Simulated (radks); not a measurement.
All-electron atom: F III in [He] 2s2 2p3. Calculated with a radial shooting solver on a logarithmic mesh with Libxc functionals: scalar-relativistic Kohn-Sham, LB94 model potential, spin-polarised, spherical densities, finite nucleus; open shells are filled with parallel spins first; Fermi nuclear charge, rms radius 2.8976 fm. Some entries of the table are withheld. Estimate them.

| orbital | occ. | eigenvalue (eV) | <r^2> (bohr^2) |
|---|---|---|---|
| 1s down | 1 | -741.7801 | 0.04121 |
| 1s up | 1 | -739.5381 | 0.04133 |
| 2s up | 1 | -78.9050 | (1) |
| 2s down | 1 | -72.1654 | (2) |
| 2p up | 3 | -60.5043 | 0.9678 |
| 2p down | 0 | -54.5692 | 1.034 |

Answer. 
(1) 2s up <r^2> (bohr^2): 0.9963
(2) 2s down <r^2> (bohr^2): 1.055
